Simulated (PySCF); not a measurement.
Species: C₂H₈O₂SeSi.
Bonds: C1–Se2, Se2–C3, C3–Si4, Si4–O5, Si4–O6. Hydrogens: H7, H8, H9 on C1; H10, H11 on C3; H12 on Si4; H13 on O5; H14 on O6.

Method used: PySCF, PBE0-D3(BJ)/def2-SVP geometry optimisation, gas phase.

(1) List the bond lengths, angles and torsions at this level.

## Answers

(1) 
```tsv
bond	length (Å)	order
C1–Se2	1.944	single
Se2–C3	1.960	single
C3–Si4	1.875	single
Si4–O5	1.666	single
Si4–O6	1.656	single
C1–H7, C1–H8, C1–H9	1.098	single
C3–H10, C3–H11	1.101	single
Si4–H12	1.495	single
O5–H13, O6–H14	0.964	single
```

Bonds in one row agree within 0.01 Å and their mean is given. Orders are formal, as drawn. A selection of angles:
```tsv
angle	degrees
Se2–C1–H7	110.2
Se2–C1–H9	107.3
H7–C1–H8	110.5
H7–C1–H9	109.3
C1–Se2–C3	96.6
Se2–C3–Si4	110.9
Se2–C3–H10	108.7
Se2–C3–H11	106.5
Si4–C3–H10	112.4
H10–C3–H11	107.2
C3–Si4–O5	111.3
C3–Si4–O6	107.3
C3–Si4–H12	109.9
O5–Si4–O6	107.9
O5–Si4–H12	109.4
O6–Si4–H12	111.0
Si4–O5–H13	112.8
Si4–O6–H14	117.0
```

Torsions: C1–Se2–C3–Si4 82° (synclinal); Se2–C3–Si4–O5 -30°; H13–O5–Si4–C3 52° (synclinal); H14–O6–Si4–C3 -175° (antiperiplanar). The mirror-image conformer, all signs reversed, is as good.

Of the pairs four or more bonds apart, Se2···H13 is among the closest relative to their van der Waals radii: 2.86 Å, 92 % of the sum of Bondi's values. Si4 (oxygen-bound silicon) is tetrahedral (angles from 107.3° to 111.3°). Se2 (selenium bonded to 2 C) is bent (angle 96.6°).

Point group: C1 (no symmetry element, even within 0.4 Å). Whether it is a minimum is left open (no frequencies). The numbers are those of one conformer (C1–Se2–C3–Si4 82°, Se2–C3–Si4–O5 -30°, C3–Si4–O5–H 52°, C3–Si4–O6–H -175°).
